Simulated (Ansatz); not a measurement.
Consider the ligand exchange at the Sn–Br bond: `[NH2][Sn][Br]` + NH₃ → `[NH2][Sn][NH2]` + HBr.

Isolated molecules relaxed with PBE0-D4/def2-TZVP in Ansatz; ΔE leaves out vibrations. CBS: MP2 limit from def2 TZ/QZ plus the TZ coupled-cluster correction, frozen cores. This one scheme is used for every species. DFT in def2-TZVPP. Elements past krypton have def2 core potentials. For Br, Sn outer-core shells are correlated without core-valence functions, which leaves a few kJ/mol of doubt a bond. Scalar relativity is left out up to krypton. Each species was taken in one conformer, which may not be the lowest.

| species | LDA (SPW92) energy (Eh) |
| --- | --- |
| `[NH2][Sn][Br]` | -2840.17277 |
| NH₃ | -56.10113 |
| `[NH2][Sn][NH2]` | -325.04617 |
| HBr | -2571.18312 |

(1) Work out ΔE.

(2) What do rigid-rotor, harmonic-oscillator terms from PBE0-D4/def2-TZVP frequencies (298.15 K, 1 bar) make of the CCSD(T)/CBS value? (Best estimate.)

Largest T1 diagnostic among the species: 0.016.

Results:

(1) ΔE = (-325.04617) + (-2571.18312) − (-2840.17277) − (-56.10113) = 0.04461 Eh = +117.1 kJ/mol. CCSD(T)/CBS gives +124.3 kJ/mol.

(2) Computed: ΔZPE = -13.0 kJ/mol, ΔH = +112.3 kJ/mol, ΔS = -4 J/(mol·K), ΔG = +113.5 kJ/mol.

From BLYP to BHLYP (50 % exact exchange), in def2-TZVPP and without D4, ΔE moves by +5.2 kJ/mol. In def2-TZVPP, CCSD(T) changes the Hartree–Fock value by −18.0 kJ/mol (the triples alone add −1.1 kJ/mol) and MP2 by −14.8 kJ/mol. Leaving LDA and LC-ωPBE aside and taking each functional with its dispersion term where it has one, the values, not all of them listed here, spread over 11.9 kJ/mol, from CAM-B3LYP-D4 to BHLYP-D4. LDA lies −9.1 kJ/mol from PBE without D4.
